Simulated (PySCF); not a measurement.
Br2Sb, charge +1, singlet, at a GFN2-xTB geometry (all electrons, no relativity), with bond 3-1 at 2.4 times its length; CASSCF(2,4)/STO-3G in PySCF.

Here is a job for PySCF.
```python
from pyscf import gto, scf, mcscf
import numpy

mol = gto.Mole()
mol.atom = '''
    Sb    0.70999259    0.48910736    0.38857579
    Br   -0.81547288    1.03598513   -1.49081472
    Br   -1.51980023   -4.88159291    1.67504417
'''
mol.basis = 'sto-3g'
mol.charge = 1
mol.verbose = 4
mol.build()

mf = scf.RHF(mol)
mf.kernel()
mc = mcscf.CASSCF(mf, 4, 2)
mc.fix_spin_(ss=0.0)
mc.kernel()
occ = numpy.linalg.eigvalsh(mc.fcisolver.make_rdm1(mc.ci, mc.ncas, mc.nelecas))[::-1]
ss = mc.fcisolver.spin_square(mc.ci, mc.ncas, mc.nelecas)[0]
print('natural occupations', occ.round(4), ' <S^2>', round(ss, 4))
```

What the program printed (banner, timings and long lists left out):

```
PySCF version 2.14.0

[INPUT] verbose = 4
[INPUT] num. atoms = 3
[INPUT] num. electrons = 120
[INPUT] charge = 1
[INPUT] spin (= nelec alpha-beta = 2S) = 0
[INPUT] symmetry False subgroup None
[INPUT] Mole.unit = angstrom
[INPUT] Symbol           X                Y                Z      unit          X                Y                Z       unit  Magmom
[...]
nuclear repulsion = 635.299603919654
number of shells = 27
number of NR pGTOs = 189
number of NR cGTOs = 63
basis = sto-3g
ecp = {}

******** <class 'pyscf.scf.hf.RHF'> ********
method = RHF
initial guess = minao
damping factor = 0
level_shift factor = 0
DIIS = <class 'pyscf.scf.diis.CDIIS'>
diis_start_cycle = 1
diis_space = 8
diis_damp = 0
SCF conv_tol = 1e-09
SCF conv_tol_grad = None
SCF max_cycles = 50
direct_scf = True
direct_scf_tol = 1e-13
Set gradient conv threshold to 3.16228e-05
Initial guess from minao.
init E= -11314.0170077808
[...]
cycle= 1 E= -11339.9655066163  delta_E= -25.9  |g|= 0.349  |ddm|= 2.36
[...]
cycle= 2 E= -11333.6172052962  delta_E= 6.35  |g|= 0.238  |ddm|= 6.68
[...]
cycle= 3 E= -11339.9704934046  delta_E= -6.35  |g|= 0.304  |ddm|= 6.77
[...]
cycle= 4 E= -11339.9927246071  delta_E= -0.0222  |g|= 0.264  |ddm|= 0.156
[...]
cycle= 5 E= -11338.1565505202  delta_E= 1.84  |g|= 0.27  |ddm|= 4.85
[...]
cycle= 6 E= -11340.0416540577  delta_E= -1.89  |g|= 0.107  |ddm|= 4.85
[...]
cycle= 7 E= -11333.618333873  delta_E= 6.42  |g|= 0.23  |ddm|= 6.77
[...]
cycle= 8 E= -11338.1485320998  delta_E= -4.53  |g|= 0.292  |ddm|= 4.71
[...]
cycle= 9 E= -11333.6186291419  delta_E= 4.53  |g|= 0.229  |ddm|= 4.71
[...]
cycle= 10 E= -11333.6181001747  delta_E= 0.000529  |g|= 0.235  |ddm|= 0.00602

WARN: HOMO -0.235455753503746 == LUMO -0.235451282504884

cycle= 11 E= -11338.1532970432  delta_E= -4.54  |g|= 0.298  |ddm|= 4.71
[...]
cycle= 12 E= -11340.0429880883  delta_E= -1.89  |g|=  0.1  |ddm|= 4.85
[...]
cycle= 13 E= -11340.0028214243  delta_E= 0.0402  |g|= 0.242  |ddm|= 0.445
[...]
cycle= 14 E= -11338.1586032874  delta_E= 1.84  |g|= 0.288  |ddm|= 4.85
[...]
cycle= 15 E= -11340.0472586468  delta_E= -1.89  |g|= 0.0695  |ddm|= 4.85
[...]
cycle= 16 E= -11338.1598650692  delta_E= 1.89  |g|= 0.304  |ddm|= 4.85
[...]
cycle= 17 E= -11333.6204210376  delta_E= 4.54  |g|= 0.253  |ddm|= 4.71
[...]
cycle= 18 E= -11333.6178942709  delta_E= 0.00253  |g|= 0.258  |ddm|= 0.0259
[...]
cycle= 19 E= -11333.6195384244  delta_E= -0.00164  |g|= 0.255  |ddm|= 0.0172
[...]
cycle= 20 E= -11333.6204297488  delta_E= -0.000891  |g|= 0.256  |ddm|= 0.00987
[...]
cycle= 21 E= -11333.6195078079  delta_E= 0.000922  |g|= 0.236  |ddm|= 0.0309
[...]
cycle= 22 E= -11339.9869183778  delta_E= -6.37  |g|= 0.274  |ddm|= 6.76
[...]
cycle= 23 E= -11340.0539538009  delta_E= -0.067  |g|= 0.103  |ddm|= 0.728
[...]
cycle= 24 E= -11340.0591322304  delta_E= -0.00518  |g|= 0.131  |ddm|= 0.125
[...]
cycle= 25 E= -11338.1479870116  delta_E= 1.91  |g|= 0.294  |ddm|= 4.85
[...]
cycle= 26 E= -11338.1459754453  delta_E= 0.00201  |g|= 0.305  |ddm|= 0.0711
[...]
cycle= 27 E= -11338.1499624644  delta_E= -0.00399  |g|= 0.289  |ddm|= 0.0856
[...]
cycle= 28 E= -11333.6174618975  delta_E= 4.53  |g|= 0.24  |ddm|= 4.71
[...]
cycle= 29 E= -11333.6179203705  delta_E= -0.000458  |g|= 0.235  |ddm|= 0.0103
[...]
cycle= 30 E= -11333.6197690506  delta_E= -0.00185  |g|= 0.238  |ddm|= 0.0571
[...]
cycle= 31 E= -11340.0683448012  delta_E= -6.45  |g|= 0.146  |ddm|= 6.74
[...]
cycle= 32 E= -11339.9993469983  delta_E= 0.069  |g|= 0.249  |ddm|= 0.758
[...]
cycle= 33 E= -11340.0576749923  delta_E= -0.0583  |g|= 0.139  |ddm|= 0.64
[...]
cycle= 34 E= -11340.0794781884  delta_E= -0.0218  |g|= 0.177  |ddm|= 0.267
[...]
cycle= 35 E= -11338.1486839251  delta_E= 1.93  |g|= 0.292  |ddm|= 4.84
[...]
cycle= 36 E= -11338.1488110016  delta_E= -0.000127  |g|= 0.292  |ddm|= 0.0404
[...]
cycle= 37 E= -11333.61707029  delta_E= 4.53  |g|= 0.242  |ddm|= 4.71
[...]
cycle= 38 E= -11333.6170625938  delta_E= 7.7e-06  |g|= 0.244  |ddm|= 0.0102
[...]
cycle= 39 E= -11333.6177193956  delta_E= -0.000657  |g|= 0.241  |ddm|= 0.0459
[...]
cycle= 40 E= -11333.6415155559  delta_E= -0.0238  |g|= 0.401  |ddm|= 0.211
[...]
cycle= 41 E= -11340.2922386173  delta_E= -6.65  |g|= 0.154  |ddm|= 6.06
[...]
cycle= 42 E= -11340.1801005493  delta_E= 0.112  |g|= 0.242  |ddm|= 1.87
[...]
cycle= 43 E= -11340.0523439106  delta_E= 0.128  |g|= 0.177  |ddm|= 1.05
[...]
cycle= 44 E= -11340.05120319  delta_E= 0.00114  |g|= 0.175  |ddm|= 0.0249
[...]
cycle= 45 E= -11340.2692373526  delta_E= -0.218  |g|= 0.175  |ddm|= 1.71
[...]
cycle= 46 E= -11340.2259356835  delta_E= 0.0433  |g|= 0.233  |ddm|= 0.38
[...]
cycle= 47 E= -11340.3173203182  delta_E= -0.0914  |g|= 0.0146  |ddm|= 1.22
[...]
cycle= 48 E= -11340.3161786481  delta_E= 0.00114  |g|= 0.0327  |ddm|= 0.132
[...]
cycle= 49 E= -11340.3167246844  delta_E= -0.000546  |g|= 0.0255  |ddm|= 0.293
[...]
cycle= 50 E= -11340.3176435272  delta_E= -0.000919  |g|= 0.00345  |ddm|= 0.148
SCF not converged.
SCF energy = -11340.3176435272

******** <class 'pyscf.mcscf.mc1step.CASSCF'> ********
CAS (1e+1e, 4o), ncore = 59, nvir = 0
max_cycle_macro = 50
max_cycle_micro = 4
conv_tol = 1e-07
conv_tol_grad = None
orbital rotation max_stepsize = 0.02
orbital rotation threshold for CI restart = 0.01
augmented hessian ah_max_cycle = 30
augmented hessian ah_conv_tol = 1e-12
augmented hessian ah_linear dependence = 1e-14
augmented hessian ah_level shift = 1e-08
augmented hessian ah_start_tol = 2.5
augmented hessian ah_start_cycle = 3
augmented hessian ah_grad_trust_region = 3
kf_trust_region = 3
kf_interval = 4
ci_response_space = 4
ci_grad_trust_region = 3
with_dep4 0
natorb = False
canonicalization = True
sorting_mo_energy = False
ao2mo_level = 2
internal_rotation = False
******** <class 'pyscf.fci.addons.SpinPenaltyFCISolver'> ********
max. cycles = 50
conv_tol = 1e-08
davidson only = True
linear dependence = 1e-12
level shift = 0.001
max iter space = 12
nroots = 1
pspace_size = 400
spin = None
CASCI E = -11340.4755964109  S^2 = 0.0000000
Set conv_tol_grad to 0.000316228
macro iter   1 ( 11 JK    4 micro), CASSCF E = -11340.4774071995  dE = -1.81078860e-03  S^2 = 0.0000000
               |grad[o]|=0.0316  |grad[c]|=0.000658  |ddm|=0.000977  |maxRot[o]|=0.0493
macro iter   2 (  5 JK    1 micro), CASSCF E = -11340.4773980965  dE =  9.10296512e-06  S^2 = 0.0000000
               |grad[o]|=0.000537  |grad[c]|=2.24e-05  |ddm|=0.000118  |maxRot[o]|=0.0597
macro iter   3 (  1 JK    1 micro), CASSCF E = -11340.4773980966  dE = -7.27595761e-12  S^2 = 0.0000000
               |grad[o]|=2.19e-05  |grad[c]|=1.68e-06  |ddm|=5.79e-06  |maxRot[o]|=    0
1-step CASSCF converged in   3 macro ( 17 JK   6 micro) steps
CASSCF canonicalization
Density matrix diagonal elements [3.64770665e-01 6.35210868e-01 1.00000000e+00 1.84671201e-05]
CASSCF energy = -11340.4773980966
CASCI E = -11340.4773980966  E(CI) = -1.10376421814908  S^2 = 0.0000000
natural occupations [1. 1. 0. 0.]  <S^2> 0.0
```

Convergence was not reached.
